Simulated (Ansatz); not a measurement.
One change: `[AlH2][CH]([AlH2])[GeH3]` becomes `[AlH2][CH2][AlH2]`.

Ansatz, PBE0-D4/def2-TZVP geometries, multiplicity 1. 

Scalar relativity is left out up to krypton.

```csv
property,`[AlH2][CH]([AlH2])[GeH3]`
size of the dipole moment (B3LYP/def2-TZVPP) / D,0.74
HOMO–LUMO gap (PBE/def2-TZVPP) / eV,3.94
LUMO energy (PBE/def2-TZVPP) / eV,-2.73
HOMO energy (B3LYP/def2-TZVPP) / eV,-7.63
LUMO energy (B3LYP/def2-TZVPP) / eV,-2.18
HOMO–LUMO gap (PBE0/def2-TZVPP) / eV,5.85
```

Give the same properties after the change, and the shifts. (An estimate is asked.)

Ansatz gave: 
| property | `[AlH2][CH2][AlH2]` | shift |
| --- | --- | --- |
| size of the dipole moment (B3LYP/def2-TZVPP) / D | 1.10 | 0.36 |
| HOMO–LUMO gap (PBE/def2-TZVPP) / eV | 4.18 | 0.24 |
| LUMO energy (PBE/def2-TZVPP) / eV | -2.52 | 0.21 |
| HOMO energy (B3LYP/def2-TZVPP) / eV | -7.65 | -0.02 |
| LUMO energy (B3LYP/def2-TZVPP) / eV | -1.97 | 0.21 |
| HOMO–LUMO gap (PBE0/def2-TZVPP) / eV | 6.11 | 0.26 |

Dipoles are sizes alone; their direction can turn.

B3LYP here is the variant with VWN-RPA as its local correlation; programs differ in this.
